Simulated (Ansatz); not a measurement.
**Abstraction of Cl: SiHCl3 + C2H5Ge → SiHCl2 + C2H5ClGe**

Gas-phase species: SiHCl3 `Cl[SiH](Cl)Cl`, singlet; C2H5Ge `C=[CH][GeH2]`, doublet; SiHCl2 `Cl[SiH]Cl`, doublet; C2H5ClGe `C=[CH][GeH2][Cl]`, singlet. A radical takes Cl: the energy is the difference in strength between the Si–Cl bond broken and the Ge–Cl bond made.

Shapes, held fixed at every level: PBE0-D4/def2-TZVP. Flexible molecules stand in one conformer, not always the lowest. Programs: Ansatz 0.2.0. The zero-point and thermal change to 298 K, harmonic and unscaled (PBE0-D4/def2-TZVP), is +1.1 kJ/mol.

```
              level           kind  ΔH(298 K) (kJ/mol)  CPU time (sum over the molecules)
        HF/def2-SVP   Hartree–Fock               +45.9                                  –
      HF/def2-TZVPP   Hartree–Fock               +46.4                                  –
  PBE-D4/def2-TZVPP            GGA               +46.0                               23 s
B3LYP-D4/def2-TZVPP  global hybrid               +47.8                               43 s
BHLYP-D4/def2-TZVPP  global hybrid               +48.9                               34 s
 PBE0-D4/def2-TZVPP  global hybrid               +47.5                               34 s
  B2PLYP/def2-TZVPP  double hybrid               +47.6                               47 s
```

B2PLYP/def2-TZVPP gives ΔH(298 K) = +47.6 kJ/mol; the levels span +45.9 to +48.9. The median of the levels is +47.5. No measured value is set beside it here. Spin contamination: C2H5Ge (⟨S²⟩ up to 0.88). Open shells run unrestricted. Relativity is left out for Ge. Outer-core shells of Ge are correlated, in sets that cover them unevenly. Times are processor times on shared x86 and Arm servers, and rough.
